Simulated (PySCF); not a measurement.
Consider MnMe2, `[CH3][Mn][CH3]` (C2H6Mn, sextet). Optimised structure (Å), atoms numbered from 1:
```
Mn   -0.4618   -0.2377   -0.0189
C    -0.0172   -0.1239    1.9844
H     0.1347    0.9364    2.2954
H     0.9341   -0.6602    2.2122
H    -0.7956   -0.5520    2.6573
C    -0.0219    0.1041   -1.9967
H    -0.8017   -0.2465   -2.7117
H     0.9298   -0.4013   -2.2856
H     0.1277    1.1929   -2.1869
```

Computed at PBE0-D3(BJ)/ma-def2-SVP // BP86-D3(BJ)/ma-def2-SVP with PySCF (density fitting, grid level 2). Thermal corrections: GFN2-xTB frequencies, unscaled, ideal gas at 298.15 K and 1 bar, quasi-RRHO entropy. These were taken at the GFN2-xTB minima.

Task: What are the vertical and the adiabatic electron affinity for forming the quintet anion?

Result: 0.39 eV vertical and 0.49 eV adiabatic, the latter with zero-point energy.

Task: Where does the unpaired spin of the relaxed quintet anion sit?

Result: Mn1 (Mn) 4.14, C6 (carbon) -0.09, C2 (carbon) -0.09 (intrinsic atomic orbital populations).

Caveats: thermal terms of C2H6Mn come from a GFN2-xTB structure of other bonding; ma-def2-SVP is a small basis, whose errors can reach tens of kJ/mol; spin-orbit coupling is left out of the energies, which matters for open shells on the heavier atoms; the parent lies 0.05 eV lower at the structure of the quintet anion than at its own, so the structures fit this level poorly; the product is spin contaminated.
